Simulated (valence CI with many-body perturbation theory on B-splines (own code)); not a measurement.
**E1 line list for Eu L**

Level of theory: relativistic CI+MBPT: four valence electrons over a frozen Dirac-Fock core [Ne], a basis of 11 s, 11 p, 10 d, 8 f, 5 g, 2 h functions for each j, with the one-electron correlation potential Σ1, the two-electron term Σ2, the three-electron term Σ3, Breit, model QED; selected CI, second order for the rest, scaled by the run's own slope (own B-spline code, finite nucleus).

No measured spectrum was set against this ion. As an estimate, large intervals hold to a few tenths of a per cent, small ones and those within an open d or f shell to about a per cent. Among the levels kept, up to 590 cm⁻¹ of a level comes from second order outside the variational space, and about a tenth of that is noise between levels of different J, which matters for small intervals.

Lines 151 to 200 of 575 in falling wavelength, among levels below 75.537 Ry, chosen from the strongest by gf and those to the six lowest levels. Wavelengths and rates use the calculated energies. Electric multipoles are in the length gauge, E1 and E2 with the static RPA response of the core. Weak lines are less certain than strong ones. Lines between different terms over intervals too small for the method are left out, as are lines whose strength nearly cancels. The highest levels of a list are the least certain.

Levels are named by their leading jj configuration (3d3/2^4 stands for four electrons in 3d with j = 3/2), which in mixed levels can hold well under half, so a name can repeat and another be missing. Letters in brackets count levels of one name in rising energy.

```tsv
λ vac (Å)	Upper	Lower	A (s⁻¹)	S (a.u.) with core polarisation	S without
53.39	(3s^2 3d3/2 3d5/2) J=2	(3s^2 3p3/2 3d3/2) J=2	4.59e+10	1.72e-02	1.75e-02
53.38	(3s^2 3d3/2 3d5/2) J=1	(3s^2 3p3/2 3d3/2) J=0	5.64e+10	1.27e-02	1.29e-02
53.35	(3s 3p1/2 3p3/2 3d5/2) J=2 [d]	(3s 3p1/2 3p3/2^2) J=1 [b]	1.89e+11	7.09e-02	7.20e-02
53.32	(3p1/2^2 3d3/2 3d5/2) J=4	(3p1/2^2 3p3/2 3d3/2) J=3	1.01e+11	6.81e-02	6.91e-02
53.29	(3s 3p1/2 3d3/2 3d5/2) J=4 [a]	(3s 3p1/2 3p3/2 3d3/2) J=3 [a]	1.13e+11	7.60e-02	7.71e-02
53.26	(3s 3p1/2 3p3/2 3d5/2) J=2 [b]	(3s 3p1/2 3p3/2^2) J=3	5.37e+10	2.00e-02	2.04e-02
53.20	(3s 3p1/2 3d5/2^2) J=3 [a]	(3s 3p1/2 3p3/2 3d5/2) J=4 [b]	3.90e+10	2.03e-02	2.06e-02
53.19	(3p1/2 3p3/2^2 3d5/2) J=3 [c]	(3p1/2 3p3/2^3) J=2	2.36e+11	1.23e-01	1.25e-01
53.17	(3s 3p1/2 3p3/2 3d5/2) J=3 [a]	(3s 3p1/2 3p3/2^2) J=2 [a]	8.88e+10	4.61e-02	4.68e-02
53.16	(3s 3p1/2 3d5/2^2) J=2 [a]	(3s 3p1/2 3p3/2 3d5/2) J=3 [a]	3.70e+10	1.37e-02	1.40e-02
53.15	(3p1/2 3p3/2^2 3d5/2) J=2 [c]	(3p1/2 3p3/2^3) J=1	3.32e+11	1.23e-01	1.25e-01
53.11	(3s 3p1/2 3d3/2 3d5/2) J=1 [b]	(3p1/2^2 3p3/2^2) J=0	7.13e+10	1.58e-02	1.61e-02
53.11	(3s^2 3d3/2 3d5/2) J=1	(3s^2 3p3/2 3d3/2) J=1	5.54e+10	1.23e-02	1.25e-02
53.10	(3s^2 3p3/2 3d5/2) J=1	(3s^2 3p3/2^2) J=0	1.70e+11	3.77e-02	3.83e-02
53.03	(3s 3p1/2 3p3/2 3d5/2) J=3 [d]	(3s 3p1/2 3p3/2^2) J=2 [b]	2.11e+11	1.09e-01	1.10e-01
52.95	(3s 3p1/2 3p3/2 3d5/2) J=1 [c]	(3s 3p1/2 3p3/2^2) J=1 [a]	1.64e+11	3.60e-02	3.66e-02
52.90	(3p1/2 3p3/2^2 3d5/2) J=2 [b]	(3p1/2 3p3/2^3) J=2	2.22e+11	8.13e-02	8.25e-02
52.84	(3s 3p1/2 3d5/2^2) J=3 [a]	(3s 3p1/2 3p3/2 3d5/2) J=3 [b]	6.09e+10	3.10e-02	3.15e-02
52.81	(3s 3p1/2 3d3/2 3d5/2) J=4 [c]	(3s 3p1/2 3p3/2 3d5/2) J=4 [a]	3.20e+10	2.09e-02	2.12e-02
52.81	(3s 3p1/2 3p3/2 3d5/2) J=2 [c]	(3s 3p1/2 3p3/2^2) J=2 [b]	6.72e+10	2.44e-02	2.48e-02
52.80	(3p1/2^2 3p3/2 3d5/2) J=3	(3s 3p1/2 3p3/2 3d3/2) J=2 [a]	1.76e+11	8.93e-02	9.07e-02
52.77	(3s 3p1/2 3d3/2 3d5/2) J=2 [c]	(3s 3p1/2 3p3/2 3d3/2) J=1 [b]	9.90e+10	3.59e-02	3.64e-02
52.71	(3s 3p1/2 3p3/2 3d5/2) J=1 [b]	(3s 3p1/2 3p3/2^2) J=0	1.08e+11	2.34e-02	2.38e-02
52.66	(3s 3p1/2 3d3/2 3d5/2) J=2 [a]	(3s 3p1/2 3p3/2 3d3/2) J=2 [b]	4.49e+10	1.62e-02	1.64e-02
52.49	(3s 3p1/2 3d3/2 3d5/2) J=5	(3s 3p1/2 3p3/2 3d3/2) J=4	1.36e+11	1.06e-01	1.08e-01
52.43	(3s 3p1/2 3p3/2 3d5/2) J=2 [c]	(3s 3p1/2 3p3/2^2) J=1 [a]	1.57e+11	5.57e-02	5.66e-02
52.18	(3s 3p1/2 3d3/2 3d5/2) J=4 [c]	(3s 3p1/2 3p3/2 3d3/2) J=3 [b]	1.41e+11	8.88e-02	9.02e-02
52.09	(3s 3p3/2^2 3d5/2) J=2 [a]	(3s 3p3/2^3) J=2	1.86e+11	6.47e-02	6.57e-02
52.07	(3s 3p1/2 3d3/2 3d5/2) J=1 [a]	(3s 3p1/2 3p3/2 3d3/2) J=0 [a]	8.31e+10	1.74e-02	1.76e-02
51.93	(3s 3p1/2 3d3/2 3d5/2) J=4 [b]	(3s 3p1/2 3p3/2 3d3/2) J=4	2.05e+10	1.27e-02	1.29e-02
51.92	(3s 3p1/2 3d5/2^2) J=2 [b]	(3s 3p1/2 3p3/2 3d5/2) J=2 [b]	8.03e+10	2.77e-02	2.82e-02
51.62	(3p1/2^2 3d3/2 3d5/2) J=2	(3p1/2^2 3p3/2 3d3/2) J=2	3.61e+10	1.22e-02	1.24e-02
51.58	(3s^2 3d5/2^2) J=4	(3s^2 3p3/2 3d5/2) J=4	4.51e+10	2.75e-02	2.79e-02
51.57	(3s 3p1/2 3d3/2 3d5/2) J=2 [a]	(3s 3p1/2 3p3/2 3d3/2) J=1 [a]	8.74e+10	2.96e-02	3.00e-02
51.56	(3s 3p3/2^2 3d5/2) J=2 [c]	(3s 3p3/2^3) J=1	4.59e+11	1.55e-01	1.58e-01
51.27	(3s 3p1/2 3d5/2^2) J=5	(3s 3p1/2 3p3/2 3d5/2) J=5	6.41e+10	4.69e-02	4.76e-02
51.22	(3p1/2 3p3/2^2 3d3/2) J=4	(3s 3p1/2 3p3/2 3d5/2) J=3 [d]	2.34e+10	1.40e-02	1.42e-02
51.22	(3s 3p1/2 3p3/2 3d5/2) J=3 [b]	(3s 3p1/2 3p3/2^2) J=2 [a]	1.20e+11	5.55e-02	5.63e-02
51.19	(3s 3p1/2 3d5/2^2) J=2 [a]	(3s 3p1/2 3p3/2 3d5/2) J=2 [a]	2.04e+11	6.77e-02	6.87e-02
51.13	(3s 3p1/2 3p3/2 3d5/2) J=4 [c]	(3s 3p1/2 3p3/2^2) J=3	1.32e+11	7.82e-02	7.94e-02
51.11	(3s 3p1/2^2 3d5/2) J=2	(3s 3p1/2^2 3p3/2) J=2	3.01e+10	9.93e-03	1.01e-02
51.11	(3s 3p3/2 3d3/2^2) J=2 [c]	(3p1/2 3p3/2^3) J=2	4.82e+10	1.59e-02	1.61e-02
50.97	(3s 3p1/2 3d3/2 3d5/2) J=2 [d]	(3s 3p1/2 3p3/2 3d3/2) J=2 [d]	3.64e+10	1.19e-02	1.21e-02
50.97	(3s^2 3p3/2 3d5/2) J=3	(3s^2 3p3/2^2) J=2	3.69e+11	1.69e-01	1.71e-01
50.90	(3s 3p1/2 3d5/2^2) J=3 [a]	(3s 3p1/2 3p3/2 3d5/2) J=3 [a]	9.94e+10	4.53e-02	4.60e-02
50.88	(3s 3p3/2^2 3d5/2) J=2 [b]	(3s 3p3/2^3) J=2	2.65e+11	8.62e-02	8.76e-02
50.71	(3s^2 3d5/2^2) J=2	(3s^2 3p3/2 3d5/2) J=2	2.24e+11	7.22e-02	7.33e-02
50.60	(3s 3p3/2^2 3d5/2) J=3 [c]	(3s 3p3/2^3) J=2	3.95e+11	1.77e-01	1.80e-01
50.59	(3s 3p1/2 3d5/2^2) J=1 [a]	(3s 3p1/2 3p3/2 3d5/2) J=1 [a]	7.84e+10	1.50e-02	1.53e-02
50.45	(3s 3p3/2^2 3d3/2) J=4	(3s^2 3p3/2 3d5/2) J=3	4.38e+10	2.50e-02	2.54e-02
```
